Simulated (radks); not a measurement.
The numbers below are computed, except where a source is named.
Problem. All-electron atom: Au+ in [Xe] 4f14 5d8 6p2 (not the ground configuration). Code: a radial shooting solver on a logarithmic mesh with Libxc functionals. Model: scalar-relativistic Kohn-Sham, r2SCAN, spin-polarised, spherical densities, finite nucleus; open shells are filled with parallel spins first (spin-orbit coupling, left out, can overturn this in heavy ions); meta-GGA in the generalised Kohn-Sham scheme; Fermi nuclear charge, rms radius 5.4371 fm. Some entries of the table are withheld. Estimate them.

orbital,occ.,eigenvalue (hartree),r(max) (bohr),<r> (bohr)
1s up,1,-2971.637,0.01042,0.01687
1s down,1,-2971.636,0.01042,0.01687
2s up,1,-525.9465,0.06015,0.07112
2s down,1,-525.9378,0.06015,0.07112
2p up,3,-454.7619,0.04981,0.06425
2p down,3,-454.7544,0.04981,0.06425
3s up,1,-125.0749,0.1695,0.1837
3s down,1,-125.0733,0.1695,0.1837
3p up,3,-104.3354,0.1689,0.1850
3p down,3,-104.3329,0.1689,0.1850
3d up,5,-82.11756,0.1378,0.1677
3d down,5,-82.11173,0.1378,0.1677
4s up,1,-27.93392,0.3827,0.4070
4s down,1,-27.92568,0.3827,0.4070
4p up,3,-21.10319,0.4026,0.4332
4p down,3,-21.09590,0.4026,0.4332
4d up,5,-12.85489,0.4103,0.4583
4d down,5,-12.84616,0.4104,0.4582
5s up,1,-4.77441,0.8494,0.9285
5s down,1,-4.72242,0.8477,0.9260
4f up,7,-3.71631,0.3766,0.4988
4f down,7,-3.70393,0.3766,0.4978
5p up,3,-2.95945,0.9518,1.066
5p down,3,-2.89731,0.9495,1.062
5d up,5,(1),1.187,1.466
5d down,3,(2),1.180,1.450
6p up,2,-0.38510,2.737,3.167
6p down,0,-0.28303,2.780,3.310

Solution. 
(1) 5d up eigenvalue (hartree): -0.89911
(2) 5d down eigenvalue (hartree): -0.82090
